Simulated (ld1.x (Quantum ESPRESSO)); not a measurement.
# Pseudopotential generation for Cr (Z = 24): RRKJ, LDA (PZ), fully relativistic.

* Element: chromium (Cr)
* Generator: ld1.x (Quantum ESPRESSO) 7.5
* Type: norm-conserving RRKJ (Kleinman–Bylander form)
* Functional: LDA (PZ)
* Relativity: fully relativistic
* Frozen core: [Ar]
* Valence charge: 6
* Reference configuration: 3d5 4s1 4p0
* Partial waves: 4s (bound): rc 2.40 bohr; 4p (bound, empty): rc 3.75 bohr; 3d (bound): rc 2.20 bohr; 4f channel at -0.15 Ry: rc 4.00 bohr
* Local potential: all-electron potential smoothed inside 2.45 bohr (lloc = -1)
* Core correction: a·sin(br)/r model core inside 1.95 bohr
* rho0: 0.01

Open shells are filled in proportion to 2j + 1 (rel_dist='average').

All-electron outer shells of the reference configuration (LDA (PZ), scalar-relativistic, ld1.x):

| shell | level (eV) | outermost node (bohr) | outermost maximum (bohr) |
| --- | --- | --- | --- |
| 3s | -73.56 | 0.36 | 0.78 |
| 3p | -45.35 | 0.33 | 0.80 |
| 4s | -4.20 | 1.12 | 2.74 |
| 3d | -3.13 | – | 0.84 |
| 4p | -1.08 | 1.25 | 3.85 |

Estimate the cutoffs (Ry, on a coarse ladder) from which the occupation-weighted sum of valence levels, in a spherical-Bessel basis at the reference potential, stays within 10 and 1 mRy of its value at 400 Ry.

35 Ry and 50 Ry.

Does the potential have ghost states?

No extra level below or beside the all-electron valence levels (s, p1/2, p3/2, d3/2, d5/2, f5/2, f7/2 tested). The logarithmic derivative shows an extra or strongly shifted pseudo pole above the reference energy (s near 1.35 Ry).

Which valence shell sets the plane-wave cutoff?

3d: its level needs 40 Ry to come within 1 mRy, against 25 Ry for 4s.

Tests: 3d5 4s0 4p0; 3d4 4s0 4p0; 3d3 4s0 4p0; 3d5 4s0.5 4p0; 3d5.5 4s0.5 4p0; 3d6 4s0 4p0; 3d4 4s2 4p0. Which has the largest error in its energy relative to the reference configuration, and how large is it?

3d4 4s0 4p0, with -87 meV (all-electron minus pseudo) on +23.48 eV.
